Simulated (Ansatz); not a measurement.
`N[SiH2][SeH]`. Total charge 0; spin multiplicity 1.

| atom | x (Å) | y (Å) | z (Å) |
| --- | --- | --- | --- |
| N1 | 0.959 | 0.602 | -0.749 |
| Si2 | 0.170 | -0.035 | 0.629 |
| Se3 | -1.462 | -1.611 | 0.297 |
| H4 | 1.436 | -0.013 | -1.389 |
| H5 | 0.542 | 1.377 | -1.240 |
| H6 | -0.412 | 1.125 | 1.344 |
| H7 | 1.143 | -0.782 | 1.461 |
| H8 | -2.375 | -0.661 | -0.353 |

(1) What are the harmonic wavenumbers in cm⁻¹ at PBE0-D4/def2-TZVP (Ansatz, finite differences of forces, unscaled)? (An estimate is asked.)

(2) Is this a minimum?

(3) Give the ideal-gas thermochemistry at 298.15 K and 1 bar (rigid rotor, harmonic oscillator; point group C1, symmetry number 1).

Answers

(1) The calculation gave: 133, 210, 237, 375, 433, 464, 630, 763, 859, 881, 909, 927, 1584, 2238, 2250, 2441, 3599, 3692.

(2) Yes, all 18 modes are real.

(3) Zero-point energy 135.3 kJ/mol; H(298) − E = 153.2 kJ/mol; entropy 321.6 J/(mol·K), of which translation 169.2, rotation 107.8, vibration 44.6; G(298) − E = 57.4 kJ/mol.
